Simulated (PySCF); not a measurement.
Radial density of Si (silicon, neutral)

UHF, [Ne] 3s2 3p1 4s1, high-spin 3P determinant (an excited configuration). All numbers are calculated (PySCF 2.14, scalar relativity by spin-free X2C-1e, in aug-cc-pVDZ-DK (5s4p2d, 27 functions)).

```csv
r (bohr),4πr²ρ (e/bohr),4πr²(ρα − ρβ)
0.00161,0.06460,0.0000
0.00271,0.1735,0.0001
0.00456,0.4474,0.0001
0.00768,1.126,0.0003
0.0129,2.693,0.0008
0.0217,5.866,0.0018
0.0365,10.87,0.0034
0.0614,15.39,0.0060
0.103,14.41,0.0131
0.174,9.833,0.0388
0.292,12.28,0.0800
0.492,13.49,0.0480
0.827,4.915,0.0158
1.39,1.598,0.3235
2.34,1.287,0.4367
3.94,0.3339,0.2347
6.62,0.2075,0.2069
11.1,0.003408,0.0034
```

Densities and radii are taken from the X2C orbitals without a picture-change correction, which distorts them close to the nucleus.

The outer electron is Rydberg-like, and this basis confines it to a smaller radius and binds it less than a complete one would.
